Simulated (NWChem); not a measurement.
All runs are NWChem calculations. System: HCl₃Ge, charge 1, spin multiplicity 2, at the geometry of a parent with another charge or spin, in a state set for the comparison that need not be this species' ground state. Its SCF solution wasn't tested for a lower state. Level: B3LYP/x2c-SVPall-2c, spin-orbit ZORA, VWN1-RPA local correlation.

The NWChem input:

```
start mol
memory heap 200 mb stack 900 mb global 1100 mb
charge 1
geometry units angstroms nocenter noautoz noautosym
  Ge     0.030249     0.432907     0.000000
  Cl    -1.030634    -0.239568     1.751833
  Cl    -1.030634    -0.239568    -1.751833
  Cl     1.996271    -0.451055     0.000000
  H      0.136970     1.960226     0.000000
end
basis spherical
  * library x2c-svpall-2c
end
relativistic
  zora on
end
dft
  xc b3lyp
  odft
  mult 2
  semidirect memsize 60000000 filesize 0
  iterations 100
  grid fine
end
task sodft energy
```

Output (cleaned and shortened):

```
             Northwest Computational Chemistry Package (NWChem) 7.3.0
             --------------------------------------------------------

                                NWChem Input Module
                                -------------------

 Scaling coordinates for geometry "geometry" by  1.889725989
 (inverse scale =  0.529177249)

                             Geometry "geometry" -> ""
                             -------------------------

 Output coordinates in angstroms (scale by  1.889725989 to convert to a.u.)

  No.       Tag          Charge          X              Y              Z
 ---- ---------------- ---------- -------------- -------------- --------------
    1 Ge                  32.0000     0.03024900     0.43290700     0.00000000
    2 Cl                  17.0000    -1.03063400    -0.23956800     1.75183300
    3 Cl                  17.0000    -1.03063400    -0.23956800    -1.75183300
    4 Cl                  17.0000     1.99627100    -0.45105500     0.00000000
    5 H                    1.0000     0.13697000     1.96022600     0.00000000

 Effective nuclear repulsion energy (a.u.)     551.5093558580

            Nuclear Dipole moment (a.u.)
            ----------------------------
        X                 Y               Z
 ---------------- ---------------- ----------------
    -0.0000207870     0.0000056692     0.0000000000


 Summary of "ao basis" -> "" (spherical)
 ------------------------------------------------------------------------------
       Tag                 Description            Shells   Functions and Types
 ---------------- ------------------------------  ------  ---------------------
 *                       x2c-svpall-2c                on all atoms

                                 NWChem DFT Module
                                 -----------------

 Summary of "ao basis" -> "ao basis" (spherical)
 ------------------------------------------------------------------------------
       Tag                 Description            Shells   Functions and Types
 ---------------- ------------------------------  ------  ---------------------
 Ge                      x2c-svpall-2c              14       38   5s6p3d
 Cl                      x2c-svpall-2c               9       21   4s4p1d
 H                       x2c-svpall-2c               3        5   2s1p

 Summary of "ao basis" -> "ao basis" (spherical)
 ------------------------------------------------------------------------------
       Tag                 Description            Shells   Functions and Types
 ---------------- ------------------------------  ------  ---------------------
 Ge                      x2c-svpall-2c              14       38   5s6p3d
 Cl                      x2c-svpall-2c               9       21   4s4p1d
 H                       x2c-svpall-2c               3        5   2s1p

            General Information
            -------------------
          SCF calculation type: DFT
          Wavefunction type:  spin polarized.
          No. of atoms     :     5
          No. of electrons :    83
           Alpha electrons :    42
            Beta electrons :    41
          Charge           :     1
          Spin multiplicity:     2
          Use of symmetry is: off; symmetry adaption is: off
          Maximum number of iterations: 100
          AO basis - number of functions:   106
                     number of shells:    44
          Convergence on energy requested:  1.00D-06
          Convergence on density requested:  1.00D-05
          Convergence on gradient requested:  5.00D-04

              XC Information
              --------------
                         B3LYP Method XC Potential
                     Hartree-Fock (Exact) Exchange  0.200
                        Slater Exchange Functional  0.800 local
                    Becke 1988 Exchange Functional  0.720 non-local
              Lee-Yang-Parr Correlation Functional  0.810
                  VWN I RPA Correlation Functional  0.190 local

             Grid Information
             ----------------
          Grid used for XC integration:  fine
          Radial quadrature: Mura-Knowles
          Angular quadrature: Lebedev.
          Tag              B.-S. Rad. Rad. Pts. Rad. Cut. Ang. Pts.
          ---              ---------- --------- --------- ---------
          Ge                  1.25      140           7.0       974
          Cl                  1.00      123          10.0       770
          H                   0.35       60           8.0       590
          Grid pruning is: on
          Number of quadrature shells:   569
          Spatial weights used:  Erf1

          Convergence Information
          -----------------------
          Convergence aids based upon iterative change in
          total energy or number of iterations.
          Levelshifting, if invoked, occurs when the
          HOMO/LUMO gap drops below (HL_TOL):  1.00D-02
          DIIS, if invoked, will attempt to extrapolate
          using up to (NFOCK): 10 stored Fock matrices.

                    Damping( 0%)  Levelshifting(0.5)       DIIS
                  --------------- ------------------- ---------------
          dE  on:    start            ASAP                start
          dE off:    2 iters        100 iters           100 iters

      Screening Tolerance Information
      -------------------------------
          Density screening/tol_rho:  1.00D-10
          AO Gaussian exp screening on grid/accAOfunc:  14
          CD Gaussian exp screening on grid/accCDfunc:  20
          XC Gaussian exp screening on grid/accXCfunc:  20
          Schwarz screening/accCoul:  1.00D-10
[...]
 d= 0,ls=0.0,diis    20  -3495.2763012061 -3.30D-05  1.42D-05  1.63D-06    42.5
                                                     1.19D-04  1.63D-06
 d= 0,ls=0.0,diis    21  -3495.2763108392 -9.63D-06  1.16D-05  5.42D-07    44.1
                                                     1.01D-04  5.42D-07
 d= 0,ls=0.0,diis    22  -3495.2763201192 -9.28D-06  1.54D-05  6.01D-07    45.8
                                                     1.30D-04  6.01D-07
 d= 0,ls=0.0,diis    23  -3495.2763307503 -1.06D-05  7.14D-06  6.07D-07    47.4
                                                     4.20D-05  6.07D-07
 d= 0,ls=0.0,diis    24  -3495.2763334968 -2.75D-06  1.12D-05  6.52D-07    49.0
                                                     8.47D-05  6.52D-07
 d= 0,ls=0.0,diis    25  -3495.2763396878 -6.19D-06  3.02D-05  3.54D-07    50.6
                                                     1.97D-04  3.54D-07
 d= 0,ls=0.0,diis    26  -3495.2763476746 -7.99D-06  2.91D-05  6.99D-07    52.3
                                                     1.32D-04  6.99D-07
 d= 0,ls=0.0,diis    27  -3495.2763532403 -5.57D-06  1.52D-05  6.83D-07    53.9
                                                     4.59D-05  6.83D-07
 d= 0,ls=0.0,diis    28  -3495.2763545473 -1.31D-06  1.22D-05  8.37D-08    55.5
                                                     6.92D-05  8.37D-08
 d= 0,ls=0.0,diis    29  -3495.2763552158 -6.69D-07  1.01D-06  5.48D-08    57.1
                                                     2.64D-06  5.48D-08
  zoraso: enough mem for repl

      Total SO-DFT energy =    -3495.276355214491
      One electron energy =    -5926.595368474097
           Coulomb energy =     2045.467857389105
    Exchange-Corr. energy =     -165.658199987527
 Nuclear repulsion energy =      551.509355858029

       Scaling correction =       14.530382482820

 Numeric. integr. density =       83.000000212646

     Total iterative time =     49.6s

                       DFT Final Molecular Orbital Analysis
                       ------------------------------------

 Vector   81  Occ=1.000000D+00  E=-5.459333D-01
              MO Center=  1.3D-04,  7.6D-05,  5.2D-06, r^2= 2.4D-03
  Bfn.         Coefficient        Function           Bfn.         Coefficient        Function
  ----     -------------------  ------------         ----     -------------------  ------------
   202    -0.260767   0.099570  4 Cl pz               159     0.063494   0.250832  2 Cl py
   180    -0.063459  -0.250524  3 Cl py               181     0.181191   0.143080  3 Cl pz
   160     0.181035   0.143102  2 Cl pz               179    -0.218250   0.040428  3 Cl px
   158     0.217965  -0.040513  2 Cl px               199    -0.198680   0.081518  4 Cl pz
   156     0.048011   0.191398  2 Cl py               177    -0.047979  -0.191163  3 Cl py

 Vector   82  Occ=1.000000D+00  E=-5.410671D-01
              MO Center=  1.3D-02, -2.1D-02, -3.5D-05, r^2= 3.4D-01
  Bfn.         Coefficient        Function           Bfn.         Coefficient        Function
  ----     -------------------  ------------         ----     -------------------  ------------
   201    -0.241886   0.355658  4 Cl py               198    -0.183597   0.268434  4 Cl py
   200    -0.076185   0.230196  4 Cl px               159    -0.063109  -0.221236  2 Cl py
   180    -0.063087  -0.221134  3 Cl py               197    -0.060626   0.170944  4 Cl px
   156    -0.049645  -0.167745  2 Cl py               177    -0.049631  -0.167670  3 Cl py
   192     0.090593  -0.136001  4 Cl py                96    -0.106113  -0.020771  4 Cl pz

 Vector   83  Occ=1.000000D+00  E=-5.365510D-01
              MO Center=  4.9D-04, -1.8D-04, -1.7D-06, r^2= 3.1D-03
  Bfn.         Coefficient        Function           Bfn.         Coefficient        Function
  ----     -------------------  ------------         ----     -------------------  ------------
   180    -0.033446  -0.298302  3 Cl py               159     0.033403   0.297921  2 Cl py
   158    -0.236994  -0.084247  2 Cl px               179     0.236966   0.084286  3 Cl px
   202     0.227198   0.078230  4 Cl pz               177    -0.024797  -0.223392  3 Cl py
   156     0.024762   0.223104  2 Cl py               155    -0.179638  -0.059914  2 Cl px
   176     0.179615   0.059951  3 Cl px               199     0.173497   0.065541  4 Cl pz

 Vector   84  Occ=0.000000D+00  E=-5.010889D-01
              MO Center=  1.1D-03, -1.8D-03, -3.9D-07, r^2= 3.4D-02
  Bfn.         Coefficient        Function           Bfn.         Coefficient        Function
  ----     -------------------  ------------         ----     -------------------  ------------
   180    -0.123818  -0.293896  3 Cl py               159    -0.123778  -0.293820  2 Cl py
   201     0.097455  -0.296746  4 Cl py               177    -0.093476  -0.221763  3 Cl py
   156    -0.093447  -0.221707  2 Cl py               198     0.073653  -0.223204  4 Cl py
   208     0.028831   0.208679  5 H  s                209     0.023359   0.168315  5 H  s
   200     0.148035  -0.007392  4 Cl px               171     0.046991   0.112157  3 Cl py

 Vector   85  Occ=0.000000D+00  E=-2.951237D-01
              MO Center=  1.3D-02,  1.6D-01,  2.7D-05, r^2= 4.1D+00
  Bfn.         Coefficient        Function           Bfn.         Coefficient        Function
  ----     -------------------  ------------         ----     -------------------  ------------
     4     0.984052  -0.000002  1 Ge s                  3    -0.450487   0.000000  1 Ge s
    94     0.382494  -0.001528  4 Cl px                 5     0.381621  -0.000010  1 Ge s
   103    -0.359239   0.000047  5 H  s                 54     0.336349   0.001623  2 Cl pz
    75    -0.336342  -0.001623  3 Cl pz               102    -0.236470   0.000029  5 H  s
    91     0.214616  -0.001035  4 Cl px                52    -0.199223   0.000766  2 Cl px

 Vector   86  Occ=0.000000D+00  E=-2.868611D-01
              MO Center= -2.0D-05, -4.5D-06,  5.6D-08, r^2= 3.5D-04
  Bfn.         Coefficient        Function           Bfn.         Coefficient        Function
  ----     -------------------  ------------         ----     -------------------  ------------
   110     0.041342   0.973620  1 Ge s                109    -0.018699  -0.440366  1 Ge s
   200     0.020329   0.387168  4 Cl px               111     0.014804   0.350253  1 Ge s
   160     0.013174   0.337810  2 Cl pz               181    -0.013172  -0.337806  3 Cl pz
   209    -0.013984  -0.333700  5 H  s                208    -0.009376  -0.222274  5 H  s
   197     0.010609   0.215296  4 Cl px               122    -0.008906  -0.210447  1 Ge py

   alpha - beta orbital overlaps
   -----------------------------

   alpha      1      2      3      4      5      6      7      8      9     10
    beta      1      2      3      4     16      6      7      8      9     10
 overlap   1.132  1.354  1.393  0.610  0.029  0.675  0.676  0.675  1.168  1.171

   alpha     11     12     13     14     15     16     17     18     19     20
    beta     11      6      7      8     94     16     17     15     16     96
 overlap   1.168  0.200  0.200  0.200  0.093  0.111  0.092  0.032  0.056  0.050

   alpha     21     22     23     24     25     26     27     28     29     30
    beta      6      7      8     24     25     26     27     28     24     25
 overlap   0.018  0.017  0.018  0.704  0.704  0.705  0.706  0.703  0.240  0.240

   alpha     31     32     33     34     35     36     37     38     39     40
    beta     26     27     28     24     25     26     96     28     39     40
 overlap   0.240  0.240  0.240  0.030  0.030  0.028  0.029  0.029  1.094  1.356

   alpha     41     42     43     44     45     46     47     48     49     50
    beta     41     41     43     44     45     52     53     54     52     53
 overlap   0.595  0.300  1.003  0.994  1.000  0.021  0.017  0.017  0.262  0.215

   alpha     51     52     53     54     55     56     57     58     59     60
    beta     54     52     53     54     53     53     54     52     52     60
 overlap   0.232  0.331  0.272  0.285  0.007  0.011  0.017  0.014  0.008  1.094

   alpha     61     62     63     64     65     66     67     68     69     70
    beta     61     62     62     64     65     66     73     74     75     73
 overlap   1.356  0.595  0.300  1.003  0.994  1.000  0.021  0.017  0.017  0.262

   alpha     71     72     73     74     75     76     77     78     79     80
    beta     74     75     73     74     75     74     74     75     73     73
 overlap   0.215  0.232  0.331  0.272  0.285  0.007  0.011  0.017  0.014  0.008

   alpha     81     82     83     84     85     86     87     88     89     90
    beta     81     82     83     83     85     86     87     94     95     96
 overlap   1.094  1.356  0.595  0.300  0.996  0.994  1.008  0.014  0.016  0.024

   alpha     91     92     93     94     95     96     97     98     99    100
    beta     94     95     96     94     95     96     95     96      4     96
 overlap   0.200  0.212  0.295  0.240  0.266  0.379  0.013  0.007  0.009  0.015

   alpha    101    102    103    104    105    106
    beta     94      4      4     94      4     25
 overlap   0.016  0.157  0.052  0.002  0.016  0.002

     --------------------------
     Expectation value of S2:
     --------------------------
      <S2> =      0.7560 (Exact =     0.7500)

     Multipole analysis of the density
     ---------------------------------

     L   x y z        total         alpha         beta         nuclear
     -   - - -        -----         -----         ----         -------
     0   0 0 0      1.000000    -41.987223    -41.012777     84.000000

     1   1 0 0      0.049872      0.017612      0.032280     -0.000021
     1   0 1 0      0.617136      0.311695      0.305436      0.000006
     1   0 0 1     -0.000303     -0.000068     -0.000234      0.000000

     2   2 0 0    -33.208916   -205.637520   -198.639704    371.068308
     2   1 1 0     -0.054453     11.188652     10.986443    -22.229549
     2   1 0 1      0.000525      0.000133      0.000391      0.000000
     2   0 2 0    -33.919755    -46.305892    -42.071070     54.457208
     2   0 1 1      0.000055      0.000038      0.000017      0.000000
     2   0 0 2    -33.462452   -206.367073   -199.711804    372.616425

 Task  times  cpu:       58.7s     wall:       58.7s

 Total times  cpu:       58.8s     wall:       58.8s
```
